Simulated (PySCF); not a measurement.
The dipole of Si(vinyl)3(SiH3) (`C=C[Si]([SiH3])(C=C)C=C`) from its density and from atomic charges.

Coordinates (PBE0-D3(BJ)/def2-SVP, Å) and charges (e) from the PBE0/pcSseg-1 density (PySCF):

```json
{"atom": "Si1", "x": "0.102", "y": "0.044", "z": "0.226", "Mulliken": "+0.8225", "IAO": "+0.7905", "Hirshfeld": "+0.2939", "ESP-fitted": "+0.4808"}
{"atom": "C2", "x": "-0.267", "y": "0.128", "z": "2.064", "Mulliken": "-0.4872", "IAO": "-0.4147", "Hirshfeld": "-0.1395", "ESP-fitted": "-0.3785"}
{"atom": "C3", "x": "-1.056", "y": "-0.723", "z": "2.730", "Mulliken": "-0.1720", "IAO": "-0.2659", "Hirshfeld": "-0.0806", "ESP-fitted": "-0.2905"}
{"atom": "H4", "x": "0.213", "y": "0.935", "z": "2.638", "Mulliken": "+0.1360", "IAO": "+0.1494", "Hirshfeld": "+0.0430", "ESP-fitted": "+0.1896"}
{"atom": "H5", "x": "-1.568", "y": "-1.554", "z": "2.232", "Mulliken": "+0.1461", "IAO": "+0.1380", "Hirshfeld": "+0.0424", "ESP-fitted": "+0.1548"}
{"atom": "H6", "x": "-1.231", "y": "-0.633", "z": "3.808", "Mulliken": "+0.1256", "IAO": "+0.1479", "Hirshfeld": "+0.0488", "ESP-fitted": "+0.1627"}
{"atom": "C7", "x": "1.951", "y": "-0.175", "z": "-0.022", "Mulliken": "-0.4895", "IAO": "-0.4211", "Hirshfeld": "-0.1430", "ESP-fitted": "-0.2930"}
{"atom": "C8", "x": "2.660", "y": "0.492", "z": "-0.939", "Mulliken": "-0.1632", "IAO": "-0.2718", "Hirshfeld": "-0.0840", "ESP-fitted": "-0.3441"}
{"atom": "H9", "x": "2.470", "y": "-0.914", "z": "0.605", "Mulliken": "+0.1341", "IAO": "+0.1500", "Hirshfeld": "+0.0413", "ESP-fitted": "+0.1618"}
{"atom": "H10", "x": "2.193", "y": "1.235", "z": "-1.597", "Mulliken": "+0.1276", "IAO": "+0.1435", "Hirshfeld": "+0.0387", "ESP-fitted": "+0.1661"}
{"atom": "H11", "x": "3.735", "y": "0.326", "z": "-1.079", "Mulliken": "+0.1243", "IAO": "+0.1461", "Hirshfeld": "+0.0470", "ESP-fitted": "+0.1673"}
{"atom": "C12", "x": "-0.430", "y": "1.632", "z": "-0.620", "Mulliken": "-0.4965", "IAO": "-0.4139", "Hirshfeld": "-0.1344", "ESP-fitted": "-0.2628"}
{"atom": "C13", "x": "-1.173", "y": "1.694", "z": "-1.731", "Mulliken": "-0.1691", "IAO": "-0.2663", "Hirshfeld": "-0.0780", "ESP-fitted": "-0.3506"}
{"atom": "H14", "x": "-0.092", "y": "2.580", "z": "-0.177", "Mulliken": "+0.1357", "IAO": "+0.1496", "Hirshfeld": "+0.0437", "ESP-fitted": "+0.1600"}
{"atom": "H15", "x": "-1.545", "y": "0.794", "z": "-2.234", "Mulliken": "+0.1445", "IAO": "+0.1388", "Hirshfeld": "+0.0430", "ESP-fitted": "+0.1697"}
{"atom": "H16", "x": "-1.449", "y": "2.648", "z": "-2.195", "Mulliken": "+0.1259", "IAO": "+0.1476", "Hirshfeld": "+0.0489", "ESP-fitted": "+0.1682"}
{"atom": "Si17", "x": "-0.988", "y": "-1.804", "z": "-0.736", "Mulliken": "+0.1037", "IAO": "+0.2247", "Hirshfeld": "+0.1940", "ESP-fitted": "+0.1107"}
{"atom": "H18", "x": "-0.541", "y": "-3.069", "z": "-0.070", "Mulliken": "-0.0500", "IAO": "-0.0892", "Hirshfeld": "-0.0746", "ESP-fitted": "-0.0579"}
{"atom": "H19", "x": "-0.644", "y": "-1.901", "z": "-2.189", "Mulliken": "-0.0504", "IAO": "-0.0884", "Hirshfeld": "-0.0740", "ESP-fitted": "-0.0557"}
{"atom": "H20", "x": "-2.479", "y": "-1.720", "z": "-0.615", "Mulliken": "-0.0479", "IAO": "-0.0949", "Hirshfeld": "-0.0766", "ESP-fitted": "-0.0586"}
```

Task: What dipole does each set of charges give (1 e·Å = 4.803 D), and what does the density give?

Result: The full density gives (0.32, 0.80, 0.27) D, 0.91 D in size; dipole vectors point from the negative to the positive end.

```csv
scheme,μx,μy,μz,size (D),share of the full size (%),angle to the full dipole (°)
Mulliken,-0.98,-0.74,-0.84,1.49,164,148
IAO,-0.20,-0.03,-0.09,0.22,25,125
Hirshfeld,-0.05,0.39,0.12,0.42,46,28
ESP-fitted,0.30,0.79,0.27,0.89,98,1
```

Task: Which set comes closest?

Result: Length of the difference vector: ESP-fitted 0.03 D, Hirshfeld 0.58 D, IAO 1.05 D, Mulliken 2.31 D. Closest: ESP-fitted. The schemes that divide the density aren't constrained to reproduce the dipole.

Task: What is left for the Hirshfeld atoms' own dipoles?

Result: The Hirshfeld atoms' densities add up to the full density, so μ = Σ q r + Σ (atomic dipoles). The atomic dipoles sum to (0.32, 0.80, 0.27) − (-0.05, 0.39, 0.12) = (0.37, 0.41, 0.15) D, 0.58 D in size.

Task: With the origin at the mean of the coordinates, (-0.007, 0.001, 0.005) Å, which are the largest single terms, by size, of the IAO dipole along the direction of the full one?

Result: Si17 -2.34, C12 -2.20, H14 +1.58, C8 -1.44, C2 -1.27 D; all 20 atoms together -0.13 D. The single terms depend on the origin, their sum doesn't.

Task: Give the size of the full dipole in other units.

Result: 0.91 D = 0.357 au = 0.189 e·Å = 3.03 × 10⁻³⁰ C·m.

Geometry: PBE0-D3(BJ)/def2-SVP, one conformer, isolated molecule.

These values come from a run that also computed NMR shieldings. Time: 27 s wall, 67 s CPU (grids of density and orbitals included); peak memory 1.8 GiB. Hardware: an Intel Xeon 6975P-C with 2 threads, shared host with 192 logical CPUs at a one-minute load of 115.
